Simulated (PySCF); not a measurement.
tetrafluoroborate (BF4), SMILES F[B-](F)(F)F, charge -1. The structure is a stationary point at B3LYP-D3(BJ)/def2-SVPD.

Calculation: B3LYP-D3(BJ)/def2-SVPD (PySCF 2.14.0).

Harmonic wavenumbers (cm⁻¹): 339, 339, 502, 502, 502, 740, 1058, 1058, 1058. Rotational constants (GHz): 4.988, 4.988, 4.988; symmetry number 12.

Task: Work out the zero-point energy and the ideal-gas rigid-rotor harmonic-oscillator thermochemistry at 298.15 K and 1 atm.

Result: ZPE = ½ Σ hcν = ½ × 6096 cm⁻¹ = 36.46 kJ/mol. H − E(el) = 50.59 kJ/mol. Entropy in J/(mol K): translation 164.42, rotation 85.46, vibration 20.43, total 270.30. G − E(el) = -30.01 kJ/mol. Cp = 69.42 J/(mol K).
